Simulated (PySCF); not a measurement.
A calculated (r2SCAN, PySCF 2.14, aug-cc-pVDZ-DK, scalar relativity by spin-free X2C-1e) atom or ion has these occupied shells.

| shell | electrons | orbital energy (eV) | rms radius, mean of both spins (bohr) |
| --- | --- | --- | --- |
| 1s α | 1 | -406.03 | 0.266 |
| 1s β | 1 | -403.07 | 0.266 |
| 2s α | 1 | -36.445 | 1.34 |
| 2p α | 3 | -23.546 | 1.39 |

Question: Name the element and its charge.

Answer: N⁺ (nitrogen, charge +1), in [He] 2s1 2p3, high-spin 5S determinant (an excited configuration).
